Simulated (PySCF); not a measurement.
Compound: C₅H₃FO₂.
Z-matrix (Å and degrees, PBE0-D3(BJ)/def2-SVP geometry), rows numbered from 1:
```
O 
C   1  1.1946
C   2  1.4457  1  127.91
C   3  1.3565  2  120.54  1   179.92
F   4  1.3202  3  120.64  2   180.00
C   4  1.4265  3  121.91  2     0.05
C   6  1.3530  4  116.32  3    -0.14
O   7  1.3256  6  123.48  4     0.10
H   3  1.0893  2  117.66  1    -0.12
H   6  1.0885  4  121.58  3   179.91
H   7  1.0925  6  123.94  4  -179.95
```

Theory: PySCF 2.14.0, PBE0-D3(BJ)/def2-SVP geometry optimisation, gas phase.

Take the most abundant isotopes and a rigid rotor. 

Task: What are A, B and C (MHz)?

Result: Ia = 125.54, Ib = 272.23, Ic = 397.77 u·Å²; 505379 MHz·u·Å²/I gives A = 4026, B = 1856, C = 1271 MHz.

Task: What kind of rotor is it?

Result: An asymmetric top; Ray's κ = -0.575.

Task: Is it planar, by Δ = Ic − Ia − Ib?

Result: Planar: Δ = Ic − Ia − Ib = 0.00 u·Å². For a rigid frame Δ = −2 Σ m c², so it vanishes when all atoms lie in the ab plane; here none is more than 0.01 Å from it.

Task: Give the coordinates in the principal-axis frame, origin at the centre of mass.

Result: The sense of each axis is arbitrary; atoms in the order of the calculation.
```json
{"atom": "O1", "mass (u)": "15.995", "a (Å)": "-2.306", "b (Å)": "1.031", "c (Å)": "0.000"}
{"atom": "C2", "mass (u)": "12.000", "a (Å)": "-1.256", "b (Å)": "0.461", "c (Å)": "-0.001"}
{"atom": "C3", "mass (u)": "12.000", "a (Å)": "0.069", "b (Å)": "1.040", "c (Å)": "0.000"}
{"atom": "C4", "mass (u)": "12.000", "a (Å)": "1.168", "b (Å)": "0.245", "c (Å)": "0.000"}
{"atom": "F5", "mass (u)": "18.998", "a (Å)": "2.379", "b (Å)": "0.771", "c (Å)": "0.000"}
{"atom": "C6", "mass (u)": "12.000", "a (Å)": "1.070", "b (Å)": "-1.178", "c (Å)": "-0.001"}
{"atom": "C7", "mass (u)": "12.000", "a (Å)": "-0.182", "b (Å)": "-1.693", "c (Å)": "0.000"}
{"atom": "O8", "mass (u)": "15.995", "a (Å)": "-1.279", "b (Å)": "-0.949", "c (Å)": "0.001"}
{"atom": "H9", "mass (u)": "1.008", "a (Å)": "0.146", "b (Å)": "2.126", "c (Å)": "-0.001"}
{"atom": "H10", "mass (u)": "1.008", "a (Å)": "1.955", "b (Å)": "-1.811", "c (Å)": "-0.002"}
{"atom": "H11", "mass (u)": "1.008", "a (Å)": "-0.401", "b (Å)": "-2.763", "c (Å)": "0.000"}
```

Task: Predict some low-J microwave lines.

Result: The dipole components are |μa| = 3.01 D, |μb| = 2.46 D, |μc| = 0.00 D; the mirror of this Cs structure is the ab plane, so μc vanishes by symmetry and there are no c-type lines. The squared components, which scale the intensities, stand as 1.00 : 0.67 (a : b). Some lines, for components of 0.1 D or more:

```csv
type,branch,"J(Ka,Kc)",MHz,lower level (cm⁻¹)
a,Q,"3(2,1) ← 3(2,2)",498,0.954
a,Q,"1(1,0) ← 1(1,1)",586,0.177
a,Q,"2(1,1) ← 2(1,2)",1758,0.366
b,R,"2(0,2) ← 1(1,1)",3981,0.177
b,Q,"3(1,2) ← 3(0,3)",4646,0.609
b,R,"1(1,1) ← 0(0,0)",5296,0.000
a,R,"2(1,2) ← 1(1,1)",5668,0.177
a,R,"2(0,2) ← 1(0,1)",6150,0.104
b,Q,"2(2,0) ← 2(1,1)",6611,0.424
a,R,"3(1,3) ← 2(1,2)",8442,0.366
a,R,"3(2,1) ← 2(2,0)",9775,0.645
b,R,"3(1,3) ← 2(0,2)",10129,0.309
a,R,"3(1,2) ← 2(1,1)",10188,0.424
b,Q,"3(3,1) ← 3(2,2)",12370,0.954
b,R,"3(3,1) ← 2(2,0)",21648,0.645
b,R,"3(3,0) ← 2(2,1)",21763,0.641
```

Task: Estimate the classical rotational partition function at 25 K, 50 K and 500 K.

Result: Point group Cs, symmetry number σ = 1; q = (√π/σ)·√((kT/h)³/(ABC)), k/h = 20836.6 MHz/K: 6840 at 25 K, 19300 at 50 K, 612000 at 500 K.

No PBE0-D3(BJ)/def2-SVP frequencies stand behind this structure, so it isn't proved a minimum. Constants of a rigid frame at the computed geometry: no zero-point averaging, no centrifugal distortion.

The run took 54 s wall on an Arm Neoverse V1 with one thread, shared host with 64 logical CPUs at a one-minute load of 9.3, and the process peaked at 0.53 GiB of memory. That covers the optimisation of the geometry.
